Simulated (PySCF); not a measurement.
# Vibration and rotation of EuF

r²SCAN constants of EuF, nonet, about 7.0 electrons in the 4f shell (Mulliken) (PySCF, spin-free X2C with a Gaussian nucleus, basis sets Eu x2c-SVPall, F x2c-SVPall; masses 152.9212 and 18.9984 u):

```
ωe                     : 530.3 cm⁻¹
ωexe                   : 1.91 cm⁻¹
Be                     : 0.23758 cm⁻¹
αe                     : 0.00122 cm⁻¹
De to Eu (4f7 6s2) + F : 6.26 eV
```

What force constant and bond length do these constants imply?

Reduced mass μred = 16.899 u; k = 5.8918×10⁻⁷·μred·ωe² (u, cm⁻¹, mdyn/Å) = 2.80 mdyn/Å; Re = √(16.8576/(μred·Be)) (u, cm⁻¹, Å) = 2.049 Å.

Estimate the centrifugal constant D from the Kratzer relation and find the Dunham coefficient a1.

D = 4Be³/ωe² = 1.91e-07 cm⁻¹; a1 = −1 − αeωe/(6Be²) = -2.91.

These are scalar-relativistic numbers at best; spin–orbit coupling would shift them, the dissociation energy most. The state is the lowest single determinant that the PBE0 search found; with open d or f shells the true ground state can be another one.
